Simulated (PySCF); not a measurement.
## Trend along group 8: MSe molecules

r²SCAN with triple-zeta basis sets in PySCF, for the lowest determinant that a PBE0 search found; no spin–orbit coupling. De refers to high-spin ground-configuration atoms. A positive dipole means M(−)Se(+).

| M | basis | state (unpaired electrons) | Re (Å) | ωe (cm⁻¹) | De (eV) | μ (D) |
| --- | --- | --- | --- | --- | --- | --- |
| Fe | def2-TZVPP | quintet (σ ↑, π ↑↑, δ ↑) | 2.138 | 386 | n/a | -5.17 |
| Ru | def2-TZVPP | quintet (σ ↑, π ↑↑, δ ↑) | 2.208 | 357 | 3.97 | -3.72 |
| Os | def2-TZVPP | quintet (π ↑↑, δ ↑↑) | 2.213 | 351 | n/a | -2.62 |

The shortest bond is that of FeSe (2.138 Å), the longest that of OsSe (2.213 Å).

The state changes along the series, so neighbouring rows are not always alike in their bonding.

De is left out where the level can put another filling of the metal’s s and d shells below the measured ground configuration, by anything from nothing to about 1 eV. The metal atom is held in its measured ground configuration; semilocal functionals can put another filling of s and d lower by some tenths of an eV, and De to that atom would be smaller. These are scalar-relativistic numbers at best; spin–orbit coupling would shift them, the dissociation energy most. With d or f electrons several states lie close, and the lowest PBE0 determinant need not be the measured ground state.
